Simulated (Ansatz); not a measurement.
The O3–H4 bond of H2OPb (SMILES [OH][PbH]) is stretched (multiplicity 1, the rest rigid).
Geometry at rest (charge 0, multiplicity 1):
```xyz
4

Pb    -0.1201    -0.1016     0.1405
H     -1.4864     0.0214    -1.1432
O      1.2989     0.8935    -1.0580
H      0.9450     1.1577    -1.9145
```

Cores are frozen in the correlated methods. Filled d and f shells under p-block atoms count as core.

The values were computed with Ansatz (a first-principles code) with Gaussian orbitals.  In def2 rows elements past Kr take small-core potentials, without spin–orbit coupling.

FIC-MRCISD+Q on CASSCF(4,3)/def2-TZVPP, total energies (hartree):

```json
[
 {"R (Å)": "0.964", "CASSCF": "-267.905802", "MRCISD": "-268.207337", "weight c² of the reference": "0.91034"},
 {"R (Å)": "1.686", "CASSCF": "-267.790407", "MRCISD": "-268.078415", "weight c² of the reference": "0.90660"},
 {"R (Å)": "3.084", "CASSCF": "-267.746972", "MRCISD": "-268.023949", "weight c² of the reference": "0.90756"}
]
```

Task: Add the Davidson correction (E_MRCISD − E_CASSCF)(1 − c²)/c² and give the energies above the first point at the three levels.

Result: 
Corrections (hartree): -0.029700, -0.029670, -0.028211. Above the first point (kcal/mol):
- R = 1.686 Å: CASSCF 72.4, MRCISD 80.9, with the correction 80.9
- R = 3.084 Å: CASSCF 99.7, MRCISD 115.1, with the correction 116.0

Doubts at one or more of the structures used: active orbitals that take no part (FIC-MRCISD+Q on CASSCF(4,3)/def2-TZVPP).
